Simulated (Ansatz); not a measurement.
Reactions of CH6FNSn, SMILES `FC[NH][SnH3]`.

Program: Ansatz. Geometries: PBE0-D4/def2-TZVP. ΔE: electronic, gas phase. CCSD(T)/CBS is the MP2 limit (def2-TZVPP, def2-QZVPP) plus CCSD(T) − MP2 in def2-TZVPP, frozen cores. This one scheme is used for every species, atoms too. DFT in def2-TZVPP. B3LYP here is the variant with VWN-RPA as its local correlation; programs differ in this. No spin–orbit coupling; open shells (•) take unrestricted orbitals. Spin–orbit coupling would lower the free atoms: a little for C, F; strongly for Sn. def2 core potentials past Kr. Bonds to Br, Sn are less sure, by a few kJ/mol each and by 10 to 20 or more in all where they break to atoms, as the def2 sets lack core-valence functions. Scalar relativity is left out up to krypton. One conformer a species, not always the lowest.

```tsv
reaction	PBE0-D4 (kJ/mol)	MP2/CBS(def2) (kJ/mol)	HF/CBS(def2) (kJ/mol)	B3LYP-D4 (kJ/mol)	CCSD(T)/CBS(def2) (kJ/mol)
`FC[NH][SnH3]` → `[CH3][SnH]([NH2])[F]`	-170	-207	-175	-173	-193
`FC[NH][SnH3]` + `CCS` → `CC[S][SnH3]` + `NCF`	-71	-68	-62	-66	-65
`FC[NH][SnH3]` + `N[SiH](O)F` → `N[SiH](F)[O][SnH3]` + `NCF`	-46	-46	-57	-49	-47
`FC[NH][SnH3]` + HBr → `[Br][SnH3]` + `NCF`	-119	-115	-135	-115	-112
`FC[NH][SnH3]` + `N=CF` → `F/C=N\CF` + `[NH2][SnH3]`	15	20	17	16	20
`FC[NH][SnH3]` + `FCS` → `FC[S][SnH3]` + `NCF`	-72	-68	-67	-67	-66
`FC[NH][SnH3]` → C• + F• + 6 H• + N• + Sn•	3099	3138	2139	3117	3131
`FC[NH][SnH3]` + CH₄ → `CC[NH][SnH3]` + H–F	8	-10	21	17	-2
`FC[NH][SnH3]` + H₂ → `C[NH][SnH3]` + H–F	-52	-64	-56	-45	-59
`FC[NH][SnH3]` + `C[SiH2]C` → `C[SiH](C)[SnH3]` + `NCF`	-46	-33	-22	-35	-33
```

Largest T1 diagnostic: 0.013, for `N=CF`.
